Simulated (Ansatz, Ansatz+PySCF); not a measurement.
```yaml
atoms:
  - { symbol: Li, position_ang: [0.0000, 0.0000, -1.2742] }
  - { symbol: Si, position_ang: [0.0000, 0.0000, 1.2742] }
```

Basis set: def2-SVP (spherical functions). Frozen core: 5 orbitals. Correlation on ROHF uses semicanonical orbitals with singles. Charge 0, multiplicity 4.

Computed with Ansatz (development build ahead of 0.2.0); each method stands on the lowest determinant of its kind that the runs found.

Q: Give the atomization energy at this shape (free ground-state atoms in the same class of orbitals less the molecule, no zero-point energy) of quartet LiSi by UHF-CCSD(T), ROHF-MP2, ROHF, UHF.

A:

| method | atomization energy |
| --- | --- |
| UHF-CCSD(T) | 34.37 kcal/mol |
| ROHF-MP2 | 35.32 kcal/mol |
| ROHF | 29.85 kcal/mol |
| UHF | 28.07 kcal/mol |
